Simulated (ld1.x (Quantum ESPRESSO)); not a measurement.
# K (Z = 19), ultrasoft: configuration errors across variants

ld1.x (Quantum ESPRESSO) 7.5 input, shortened:

```
&input
   title='K', zed=19., rel=0, dft='WC', iswitch=3,
   config='[Ar] 3d-2 4s0.5 4p0.5'
 /
 &inputp
   pseudotype=3, tm=.true., lloc=-1, rcloc=2.30,
   nlcc=.true., rcore=0.85
 /
6
3S  1  0   2.00   0.00  1.70  1.90  0.0
4S  2  0   0.50   0.00  1.70  1.90  0.0
3P  2  1   6.00   0.00  2.00  2.45  0.0
4P  3  1   0.50   0.00  2.00  2.45  0.0
3D  3  2  -2.00   0.35  1.40  1.80  0.0
3D  3  2  -2.00   2.10  1.40  1.80  0.0
 &test
   configts(1)='3s2 3p6 4s0.5 4p0.5'
 /
```

All-electron excitation energies from the reference (eV): (1) 3s2 3p6 4s1 4p0 -0.729; (2) 3s2 3p6 4s0 4p0 3.427; (3) 3s2 3p6 4s0.5 4p0 0.855; (4) 3s1 3p6 4s1 4p0 40.897; (5) 3s2 3p6 4s0 4p1 0.732; (6) 3s2 3p5 4s1 4p0 24.252.

4 further variants failed, have other tests or too few solved ones, and are left out.

The file “base” misses its own reference levels by 0.5 eV. The file “waves 3p (bound): rcut 1.74, rcutus 1.84 bohr; 4p (bound): rcut 1.74, rcutus 1.84 bohr” misses its own reference levels by 0.6 eV. The file “waves 3p (bound): rcut 1.94, rcutus 2.06 bohr; 4p (bound): rcut 1.94, rcutus 2.06 bohr” misses its own reference levels by 0.6 eV. The file “waves 3p (bound): rcut 2.00, rcutus 2.24 bohr; 4p (bound): rcut 2.00, rcutus 2.24 bohr” misses its own reference levels by 0.5 eV. The file “waves 3p (bound): rcut 2.00, rcutus 2.50 bohr; 4p (bound): rcut 2.00, rcutus 2.50 bohr” misses its own reference levels by 0.5 eV. The file “waves 3p (bound): rcut 2.00, rcutus 2.78 bohr; 4p (bound): rcut 2.00, rcutus 2.78 bohr” misses its own reference levels by 0.6 eV.

Errors AE − PS in meV (a dash: test not solved or not reliable):

| change | (1) | (2) | (3) | (4) | (5) | (6) | bound ghosts |
| --- | --- | --- | --- | --- | --- | --- | --- |
| base | -184 | +293 | -43 | -1953 | +134 | -1572 | not determined |
| waves 3p (bound): rcut 1.74, rcutus 1.84 bohr; 4p (bound): rcut 1.74, rcutus 1.84 bohr | -211 | +265 | -70 | – | – | – | not determined |
| waves 3p (bound): rcut 1.94, rcutus 2.06 bohr; 4p (bound): rcut 1.94, rcutus 2.06 bohr | -85 | +333 | +41 | – | – | – | not determined |
| waves 3p (bound): rcut 2.00, rcutus 2.24 bohr; 4p (bound): rcut 2.00, rcutus 2.24 bohr | -186 | +293 | -45 | – | – | – | not determined |
| waves 3p (bound): rcut 2.00, rcutus 2.50 bohr; 4p (bound): rcut 2.00, rcutus 2.50 bohr | -184 | +293 | -43 | -1953 | +134 | -1572 | not determined |
| waves 3p (bound): rcut 2.00, rcutus 2.78 bohr; 4p (bound): rcut 2.00, rcutus 2.78 bohr | -184 | +292 | -42 | – | – | – | not determined |

(1) Give the same row for: waves 3p (bound): rcut 1.54, rcutus 1.64 bohr; 4p (bound): rcut 1.54, rcutus 1.64 bohr.

Answers

(1) -269, +214, -78, -1243, +215, -1153; bound ghosts: not determined.
